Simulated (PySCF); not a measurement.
In(Me)(OH)2 (CH₅InO₂), SMILES [In]([OH])([CH3])[OH].

Geometry: B3LYP-D3(BJ)/def2-SVP. The def2 effective core potentials stand for the cores of In; spin–orbit coupling is left out. The values are those of a single conformer.

Two levels are set side by side: PBE/def2-TZVP (PySCF) and B3LYP/def2-TZVP (PySCF). Same geometry, gas phase. Differences are taken from unrounded values.

| quantity | PBE |
|---|---|
| orbital gap (eV) | 4.37 |
| highest occupied level (eV) | -6.38 |
| lowest empty level (eV) | -2.00 |
| dipole moment (D) | 2.85 |
| mean polarisability (bohr³) | 58.2 |

Q: These are the PBE values. What does B3LYP give? (The exact figures need the calculation; the answer reports its results.)

A: 
| quantity | B3LYP | PBE minus B3LYP |
|---|---|---|
| orbital gap (eV) | 6.28 | -1.90 |
| highest occupied level (eV) | -7.76 | 1.38 |
| lowest empty level (eV) | -1.48 | -0.52 |
| dipole moment (D) | 3.06 | -0.21 |
| mean polarisability (bohr³) | 55.8 | 2.5 |

PBE's occupied levels lie high since its potential decays too fast outside the molecule; exact exchange lowers them and widens the gap. Loosely held outer electrons make PBE densities more polarisable. Differences between two approximate levels are no errors against the true value.

Rough cost on one machine, each run with all the roots and properties that it gave: B3LYP against PBE within a factor of 2.
